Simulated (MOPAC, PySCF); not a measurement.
CH5BSi, SMILES `C=B[SiH3]`, neutral singlet in the gas phase. 

Cartesian coordinates (Å):
SMILES: C=B[SiH3]
```xyz
8

C      1.8803    -0.1608    -0.1234
B      0.5122    -0.0385     0.0037
Si    -1.4524     0.1290     0.1169
H      2.5598    -0.1030     0.7214
H      2.3666    -0.3235    -1.0806
H     -1.9536    -0.0171    -1.2726
H     -2.0491    -0.9320     0.9609
H     -1.8653     1.4500     0.6445
```
Charge 0, spin multiplicity 1.

All levels are single points at this geometry (B3LYP-D3(BJ)/def2-TZVP); Pople sets use spherical d functions. Orbital energies aren't observables, and empty levels follow the basis.

B3LYP/LANL2DZ in PySCF gives HOMO (eV) = -6.36.

Problem. Estimate the HOMO (eV) from each of these levels: B3LYP-D3(BJ)/def2-TZVP in PySCF; B3LYP/3-21G in PySCF; B3LYP/6-31G* in PySCF; HF/3-21G in PySCF; HF/STO-3G in PySCF; PM3 in MOPAC; PM6 in MOPAC; PM7 in MOPAC.

Solution. 
```csv
level,HOMO (eV)
B3LYP-D3(BJ)/def2-TZVP in PySCF,-6.53
B3LYP/3-21G in PySCF,-6.23
B3LYP/6-31G* in PySCF,-6.14
HF/3-21G in PySCF,-8.91
HF/STO-3G in PySCF,-6.82
PM3 in MOPAC,-9.34
PM6 in MOPAC,-8.81
PM7 in MOPAC,-9.59
```
